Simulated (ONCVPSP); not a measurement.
# P (Z = 15): excitation energies, all-electron against ONCV

ONCVPSP 4.0.1 input, shortened (lines: element, Z, core and valence counts, functional; n l f; lmax; l rc ep ncon nbas qcut; lloc lpopt rc5 dvloc0; l nproj debl; icmod fcfact rcfact), PBE, scalar-relativistic:

```
  P 15.00    3    2        4      upf
    1    0    2.00
    2    0    2.00
    2    1    6.00
    3    0    2.00
    3    1    2.75
    2
    0    1.20    0.00    3    8    4.30
    1    2.05    0.00    3    7    3.60
    2    1.70    0.12    5    9    4.80
    4    1    1.20    4.00
    0    2    1.30
    1    2    3.00
    2    2    1.50
    1    0.70    0.00
```

Energies are relative to the spin-unpolarised reference configuration 3s2 3p2.75; without spin polarisation the order of configurations can differ from experiment.

```csv
valence configuration,charge,ΔE all-electron (eV),error AE − PS (meV)
3s2 3p3,0,-1.627,+0.1
3s2 3p2,+1,8.102,0.0
3s2 3p1,+2,27.249,+1.4
```

Question: What are ΔE and the potential's error for 3s2 3p0?

Answer: ΔE = 56.988 eV all-electron; the error (AE − PS) is +5.8 meV.

Levels in the configuration 3s2 3p1:

```csv
level,all-electron (eV),pseudo (eV)
3s,-33.956,-33.949
3p,-24.275,-24.271
```

Note: ghosts flagged at negative energy: s at -29871.0 eV; GHOST(+) flagged for s at 150.3 eV. A true bound ghost makes a file unfit for plane-wave use.
